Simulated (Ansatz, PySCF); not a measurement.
H₄Br₂GeN₂ (SMILES [NH2][Ge]([NH2])([Br])[Br]), singlet, geometry from GFN2-xTB, atoms displaced at random by about 0.03 Å a coordinate. Base run: PySCF with HF/STO-3G, gradient.

PySCF was given this input:
```python
from pyscf import gto, scf

mol = gto.Mole()
mol.atom = '''
    N    -1.462209   -1.496409   -0.772422
    Ge   -0.006302   -0.637095   -0.152427
    N     1.376368   -1.818243   -0.042856
    Br   -0.473608    0.170117    1.978739
    Br    0.523140    1.309725   -1.467101
    H    -1.288452   -2.288676   -1.429652
    H    -2.245184   -0.918643   -1.059022
    H     2.121853   -1.586946    0.595570
    H     1.846321   -2.031701   -0.914176
'''
mol.basis = 'sto-3g'
mol.charge = 0
mol.spin = 0
mol.verbose = 4
mol.build()

mf = scf.RHF(mol)
mf.kernel()
g = mf.nuc_grad_method()
grad = g.kernel()
```

Programs used: Ansatz (a program for electronic structure), PySCF; a row that names a program was run with it.

The coordinate followed is y of atom 6.

Each row names what was changed in the base input (with any setting that the change needs).

```tsv
change	dE/dx (Eh/bohr)	net force (Eh/bohr)
base	-0.022561	0.000000
finite difference step (bohr) = 0.05; conv_tol = 1e-11	-0.022376	-
conv_tol = 1e-6	-0.022562	0.000000
finite difference step (bohr) = 1e-4; conv_tol = 1e-11	-0.022561	-
density fitting = on	-0.022562	0.000000
finite difference step (bohr) = 1e-3; conv_tol = 1e-11	-0.022561	-
finite difference step (bohr) = 0.2; conv_tol = 1e-11	-0.019618	-
finite difference step (bohr) = 0.01; conv_tol = 1e-11	-0.022554	-
density fitting = on; auxbasis_response = off	-0.022535	0.002209
finite difference step (bohr) = 1e-5; conv_tol = 1e-11	-0.022561	-
code = ansatz	-0.022561	0.000000
conv_tol = 1e-11	-0.022561	0.000000
```

The net force is zero for an exact gradient.
